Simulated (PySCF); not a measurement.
**Tc²⁺: excitation energy**

Tc²⁺ [Kr] 4d5 (6S) → Tc²⁺ [Kr] 4d4 5s1 (6D), as a difference of total energies. All numbers are calculated (PySCF 2.14, scalar relativity through the core potential, in aug-cc-pwCVDZ-PP with ECP28MDF). Correlated levels: valence: 4s2 4p6 frozen. The calculations carry no spin-orbit coupling.

```
           method  excitation energy (eV)
              UHF                   5.759
    MP2 (valence)                   5.938
SCS-MP2 (valence)                   5.819
   CCSD (valence)                   5.931
CCSD(T) (valence)                   5.931
```

How much does correlation contribute at CCSD(T) (valence)?

5.931 − (5.759) = 0.172 eV, measured against UHF.
